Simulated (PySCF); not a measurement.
Constitutional and geometric isomers with formula C2H5B. Gas-phase values, no solvent. One relaxed conformer stands for each flexible species; it need not be the lowest. Strings in code marks are SMILES.

Level of theory: PBE-D3(BJ)/def2-TZVP // B3LYP-D3(BJ)/def2-TZVP in PySCF 2.14.0. All candidates: neutral, multiplicity 1. 

```json
{
  "HOMO": "-6.14 eV",
  "LUMO": "-2.31 eV",
  "HOMO–LUMO gap": "3.83 eV"
}
```

Problem. Identify which member has these values.
A. `BC=C`
B. `B1CC1`
C. `[H]/B=C/C`

Solution. B, `B1CC1`. The others give `BC=C`: -7.47 eV, -3.10 eV, 4.37 eV; `[H]/B=C/C`: -5.20 eV, -2.37 eV, 2.83 eV
